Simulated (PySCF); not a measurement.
CsF, charge -1, doublet, at the geometry of the source list (a state made from the parent by changing its charge; the spin is typed, not shown lowest) (core potentials on Cs) (in this run its highest filled SCF level lies above zero, so its values depend strongly on the basis, on diffuse functions most of all). Base run: DF-B3LYP/def2-TZVP (PySCF).

Here is a job for PySCF.
```python
from pyscf import gto, scf, dft

mol = gto.Mole()
mol.atom = '''
    Cs   -0.62190000   -0.51290000   -0.84010000
    F     0.62190000    0.51290000    0.84010000
'''
mol.basis = 'def2-tzvp'
mol.ecp = {'Cs': 'def2-tzvp'}
mol.charge = -1
mol.spin = 1
mol.verbose = 4
mol.build()

mf = dft.UKS(mol)
mf.xc = 'b3lyp'
mf = mf.density_fit(auxbasis='def2-universal-jkfit')
mf.kernel()
```

The base run was repeated with changes; each row names its change, and settings that it needs were set with it.

```tsv
change	basis functions	E (Eh)	HOMO (eV)
base	60	-120.11012	0.82
basis = LANL2DZ	21	-119.75518	1.02
basis = def2-SVP	38	-119.96860	0.81
basis = def2-SV(P)	38	-119.96860	0.81
basis = def2-SVPD	50	-119.99405	0.66
basis = def2-TZVPP	67	-120.11263	0.82
basis = def2-TZVPD	72	-120.11522	0.78
basis = def2-QZVP	105	-120.12311	0.65
basis = def2-QZVPP	119	-120.12444	0.65
```

Totals compare only among sets that treat the same electrons; sets with core potentials leave the core out.

Open shells are given as the SCF converged; they aren't shown to be the lowest states, and a large step between rows can be another state.
